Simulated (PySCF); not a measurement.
Si3H7NO2

Si3H7NO2 is a silylene (divalent Si5, bonded to 2 O), neutral, singlet. The structure, one conformer, was relaxed in the gas phase by PBE0-D3(BJ)/def2-SVP. No frequency run checks that it is a minimum.

SMILES: O[Si]ON([SiH3])[SiH3]

```xyz
13

Si    0.298    1.041    1.402
N    -0.017   -0.074    0.067
Si   -1.577   -0.378   -0.709
O     0.621   -1.331    0.345
Si    2.002   -1.770   -0.594
O     2.100   -0.442   -1.576
H    -0.216    0.530    2.707
H    -0.386    2.315    1.039
H     1.774    1.233    1.493
H    -2.168    0.966   -0.974
H    -1.313   -1.108   -1.982
H    -2.493   -1.189    0.147
H     1.385    0.190   -1.359
```
Atom numbers follow the order of the file, from 1.

Shieldings: GIAO PBE0/pcSseg-1. Shifts are against computed references at the same level: H TMS (σ 31.27 ppm), Si TMS (σ 352.0 ppm). Core levels by delta-SCF with SCAN, pcX-2 on the ionised atom and pcseg-1 elsewhere, spin-free X2C (2p3/2 is the spin-free 2p value less a third of a first-order spin-orbit splitting); from the vacuum level, for chosen atoms.

**Question.** Give the NMR and core-level values of the distinct atoms.

**Answer.** 
```
      atoms   bonded to  σ (ppm)  δ (ppm)  core level (eV)
    Si1 Si3   1 N + 3 H    392.3    -40.3     2p3/2 107.44
         N2  1 O + 2 Si    158.7        -        1s 405.45
         O4  1 N + 1 Si     86.1        -        1s 538.47
        Si5         2 O    259.5     92.5     2p3/2 107.77
         O6  1 Si + 1 H    141.7        -        1s 538.23
   H7 H8 H9        1 Si    26.56     4.71                -
H10 H11 H12        1 Si    26.56     4.71                -
        H13         1 O    22.39     8.88                -
```

Values are those of this one static structure, with the three H of a rotating XH3 group averaged; atoms that internal rotation interchanges would show their mean in an NMR spectrum.

**Question.** Which of Si1, Si5 holds its core electrons tightest, and by how much against the loosest?

**Answer.** Si5 (bonded to 2 O), by 0.32 eV over Si1 (bonded to 1 N + 3 H).

**Question.** By CAM-B3LYP/def2-SVPD (TDDFT singlets, Tamm-Dancoff triplets, ionisation by delta-SCF), where does absorption start, and what does vertical ionisation take?

**Answer.** The lowest singlet lies at 5.19 eV (f 0.047), the strongest of the first 6 at 6.88 eV (f 0.192), the lowest triplet at 3.36 eV; vertical ionisation takes 9.39 eV.
